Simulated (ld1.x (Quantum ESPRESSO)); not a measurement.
# An all-electron radial function and its pseudo partner (Ni (Z = 28))

Columns: radius, all-electron u(r) and pseudo u(r) of the 4p shell (level -0.75 eV) of nickel in the configuration [Ne] 3s2 3p6 3d9 4s1 4p0; PBE, scalar-relativistic, PAW scheme, ld1.x (Quantum ESPRESSO) 7.5.

| r (bohr) | all-electron | pseudo |
| --- | --- | --- |
| 0.118 | 0.0774 | -0.0253 |
| 0.235 | 0.0246 | -0.0880 |
| 0.353 | -0.0659 | -0.1587 |
| 0.470 | -0.1208 | -0.2044 |
| 0.588 | -0.1329 | -0.2073 |
| 0.705 | -0.1140 | -0.1695 |
| 0.822 | -0.0773 | -0.1083 |
| 0.940 | -0.0319 | -0.0430 |
| 1.058 | 0.0161 | 0.0143 |
| 1.175 | 0.0630 | 0.0629 |
| 1.292 | 0.1074 | 0.1074 |
| 1.410 | 0.1490 | 0.1490 |
| 1.528 | 0.1870 | 0.1870 |
| 1.645 | 0.2212 | 0.2212 |
| 1.763 | 0.2523 | 0.2523 |
| 1.880 | 0.2799 | 0.2799 |
| 1.998 | 0.3047 | 0.3047 |
| 2.115 | 0.3265 | 0.3265 |
| 2.232 | 0.3458 | 0.3458 |
| 2.350 | 0.3629 | 0.3629 |
| 2.468 | 0.3777 | 0.3777 |
| 2.585 | 0.3904 | 0.3904 |
| 2.702 | 0.4013 | 0.4013 |
| 2.820 | 0.4106 | 0.4106 |
| 2.938 | 0.4182 | 0.4182 |
| 3.055 | 0.4244 | 0.4244 |

Task: How many radial nodes do the two functions have?

Result: The all-electron 4p function has n − l − 1 = 2; the pseudo-wave has 1, since 1 lower shell of the same l stays in the valence.

Task: At about which radius was the pseudo-wave matched?

Result: 1.25 bohr, where the columns begin to agree (steps of 0.12 bohr).

Task: Is the pseudo-wave norm-conserving?

Result: No, it belongs to a PAW set: the norm inside the radius is not constrained, and the difference is carried by the augmentation charge.
